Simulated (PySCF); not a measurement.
Zn(Me) (CH3Zn), SMILES [CH3][Zn+], charge +1.

Geometry: r2SCAN-D4/def2-TZVP. The multiplicity is an assumed one; other spin states were not compared. The isomer is the one that the SMILES or the coordinates give; other isomers of the formula were not compared.

Vertical ionisation energy (IE) and electron affinity (EA) in eV. Rows of orbital energies are one-electron estimates. Where ΔSCF, EOM or ADC give a negative EA the extra electron is unbound and the value depends on the basis.

```csv
level,IE,EA
"−ε(HOMO), −ε(LUMO), PBE0/def2-TZVPD (PySCF)",14.77,9.28
"−ε(HOMO), −ε(LUMO), r2SCAN/def2-TZVPD (PySCF)",14.03,9.98
```
